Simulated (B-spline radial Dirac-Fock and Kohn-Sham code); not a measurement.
**2s photoionisation of Be near threshold**

System: the free beryllium atom, configuration [He] 2s2. The computed 2s threshold is 8.05 eV; without correlation, outer thresholds are uncertain by 1 to 2 eV.

The computed values come from a radial atomic solver: Dirac-Hartree-Slater photoionisation with all multipoles and Dirac-Fock thresholds. Interchannel coupling and autoionising resonances are not included, so magnitudes near threshold are approximate.

Q: How do σ and β run from threshold to 400 eV kinetic energy?

A: The cross section shows no minimum in this range. Its largest value, 1.46 Mb, lies 14 eV above threshold. β stays at 2.00.

```
kinetic energy (eV)   σ (Mb)     β
                1.5   0.0547  2.00
                1.9    0.114  2.00
                2.3    0.206  2.00
                2.9    0.334  2.00
                3.7    0.501  2.00
                4.6    0.701  2.00
                5.7    0.920  2.00
                7.2     1.13  2.00
                9.0     1.31  2.00
               11.2     1.43  2.00
               14.0     1.46  2.00
               17.5     1.40  2.00
               21.9     1.26  2.00
               27.4     1.07  2.00
               34.2    0.847  2.00
               42.8    0.627  2.00
               53.5    0.434  2.00
               66.9    0.281  2.00
               83.7    0.172  2.00
              104.7    0.101  2.00
              130.9   0.0594  2.00
              163.6   0.0359  2.00
              204.6   0.0223  2.00
              255.8   0.0138  2.00
              319.9  0.00815  2.00
              400.0  0.00445  2.00
```
